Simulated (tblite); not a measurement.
C5H15PSi2.
Geometry (GFN2-xTB, Å), atoms numbered from 1 in this order:
```
atom  x, y, z in Å
C1    -3.7380    0.5331    0.3568
C2    -2.3832   -0.1652    0.3794
C3    -1.3848    0.5079   -0.5537
Si4    0.2895   -0.3876   -0.6236
C5     1.1340   -0.5034    1.0944
C6     2.6371   -0.7197    0.9367
Si7    3.3713    0.5222   -0.3232
P8     1.7542    0.8127   -1.8462
H9    -4.1633    0.5013   -0.6441
H10   -3.6347    1.5758    0.6496
H11   -4.4330    0.0512    1.0409
H12   -2.5096   -1.2081    0.0823
H13   -1.9884   -0.1604    1.3971
H14   -1.8075    0.5479   -1.5584
H15   -1.2402    1.5439   -0.2402
H16    0.1175   -1.7500   -1.1654
H17    0.6980   -1.3019    1.6969
H18    0.9616    0.4287    1.6380
H19    2.8129   -1.7364    0.5783
H20    3.1372   -0.6385    1.9027
H21    3.6237    1.8190    0.3134
H22    4.6064    0.0014   -0.9128
H23    2.1343   -0.2471   -2.6431
```

All values are computed: GFN2-xTB (tblite) harmonic vibrations without scaling, gas phase. This tight-binding method is rough: wavenumbers can miss measured ones by several per cent, in bad cases by 10 to 20. Modes of hydrogen on phosphorus and silicon can be 10 to 20 % off. One conformer, not necessarily the lowest.

Harmonic wavenumbers (cm⁻¹): 30.9, 46.8, 72.3, 83.9, 150.3, 191.5, 212.6, 232.9, 241.1, 327.1, 370.4, 438.6, 473.0, 478.0, 533.1, 577.2, 622.1, 626.8, 654.8, 674.0, 687.6, 717.5, 738.5, 760.6, 767.3, 787.4, 834.0, 841.7, 954.3, 1007.2, 1055.4, 1061.6, 1077.7, 1119.0, 1126.0, 1225.3, 1243.6, 1273.7, 1275.4, 1282.1, 1350.9, 1414.9, 1473.9, 1477.9, 1486.1, 1501.5, 1503.0, 1507.1, 2140.4, 2223.0, 2235.3, 2336.1, 2952.9, 2960.3, 2963.6, 2971.2, 2973.7, 2981.7, 2983.7, 2987.4, 3029.3, 3030.1, 3035.7.

A = 2372, B = 581.3, C = 502.4 MHz; mass 162.045 u (most abundant isotopes); point group C1, symmetry number 1.

Question: What is the zero-point energy?

Answer: ½Σν̃ = 40196 cm⁻¹ = 114.93 kcal/mol.

Question: Give the ideal-gas entropy at 200 K and 1 bar in the rigid-rotor, harmonic-oscillator model (classical rotation).

Answer: Translation 39.20, rotation 29.33, vibration 26.05: S = 94.6 cal/(mol K).

Question: And Cp and H(200 K) − H(0)?

Answer: Cp = 34.49 cal/(mol K), of which vibrations give 26.54 (their classical limit is 63 R = 125.2); H(200 K) − H(0) = 4.29 kcal/mol without the zero-point energy, 2.70 from vibrations.

Question: Blend soft modes into free rotors: weight 1/[1 + (100 cm⁻¹/ν̃)⁴] for the oscillator and the rest for a rotor with moment μB/(μ + B), μ = h/(8π²ν), B = 10⁻⁴⁴ kg m². What vibrational entropy results?

Answer: 23.23 cal/(mol K) in place of 26.05, which changes −T·S at 200 K by +0.56 kcal/mol.

Question: How do the functions run with temperature in this model?

Answer: 
```
T (K)  S (cal/(mol K))  Cp (cal/(mol K))  H − H(0) (kcal/mol)  G − H(0) (kcal/mol)  ln q(vib)
  100             75.7              21.7                 1.50                -6.07       2.85
  300            111.1              47.9                 8.42               -24.92       9.69
  500            141.1              69.9                20.33               -50.20      16.37
  800            178.9              91.1                44.75               -98.39      25.86
 1000            200.3             100.4                63.94              -136.36      31.70
```

q(vib) and H(0) count from the zero-point level.

Question: Which modes carry the vibrational entropy at 200 K?

Answer: 30.9 cm⁻¹: 4.98; 46.8 cm⁻¹: 4.16; 72.3 cm⁻¹: 3.31; 83.9 cm⁻¹: 3.02; 150.3 cm⁻¹: 1.93; 191.5 cm⁻¹: 1.50 cal/(mol K); the other 57 give 7.15 together.

Question: What must be added to the electronic energy to get the Gibbs energy at 200 K and 1 bar?

Answer: ZPE + [H(200 K) − H(0)] − T·S = 114.93 + 4.29 − 18.91 = 100.31 kcal/mol.

Hindered rotation and anharmonicity are outside this model. Other conformers, if any are populated, would add a mixing term that is left out. The structure is chiral; the term R ln 2 for an equal mix with its mirror image is left out.
